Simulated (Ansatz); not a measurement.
Reaction (formal exchange of groups at a C–S bond): `CSC(C)N` + `CCBO` → `CCCBO` + `CC(N)S`

Computed with Ansatz on PBE0-D4/def2-TZVP structures; ΔE is electronic, products minus reactants. CCSD(T)/CBS is the MP2 limit (def2-TZVPP, def2-QZVPP) plus CCSD(T) − MP2 in def2-TZVPP, frozen cores. DFT in def2-TZVPP. B3LYP here is the variant with VWN-RPA as its local correlation; programs differ in this. Each species was taken in one conformer, which may not be the lowest.

```json
{"level": "ωB97M-V", "ΔE (kJ/mol)": "3.7"}
{"level": "PBE", "ΔE (kJ/mol)": "9.0"}
{"level": "r2SCAN", "ΔE (kJ/mol)": "7.6"}
{"level": "B3LYP", "ΔE (kJ/mol)": "6.4"}
```

Question: What does CCSD(T)/CBS give? (Best estimate.)

Answer: The calculation gave: +2.9 kJ/mol. The listed levels differ from it by 0.8, 6.1, 4.7, 3.5 kJ/mol.

Largest T1 diagnostic among the species: 0.011.

From PBE to PBE0 (25 % exact exchange), in def2-TZVPP and without D4, ΔE moves by −3.3 kJ/mol.
